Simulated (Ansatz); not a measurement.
Consider the substitution at a C–Sn bond: `[CH3][SnH2][CH3]` + `CC(=O)[SeH]` → `C[Se]C(C)=O` + `[CH3][SnH3]`.

Computed with Ansatz on PBE0-D4/def2-TZVP structures; ΔE is electronic, products minus reactants. CBS: MP2 limit from def2 TZ/QZ plus the TZ coupled-cluster correction, frozen cores. DFT in def2-TZVPP. def2 core potentials past Kr. For Se, Sn outer-core shells are correlated without core-valence functions, which leaves a few kJ/mol of doubt a bond. Scalar relativity is left out up to krypton. One conformer a species, not always the lowest.

```
             level  ΔE (kcal/mol)
           ωB97X-V            5.8
            r2SCAN            6.1
SCS-MP2/def2-TZVPP            6.6
     HF/def2-QZVPP            6.4
```

(1) What does CCSD(T)/CBS give? (Best estimate.)

Largest T1 diagnostic among the species: 0.014.

Results:

(1) Computed: +7.5 kcal/mol. The listed levels differ from it by -1.7, -1.4, -0.9, -1.1 kcal/mol.
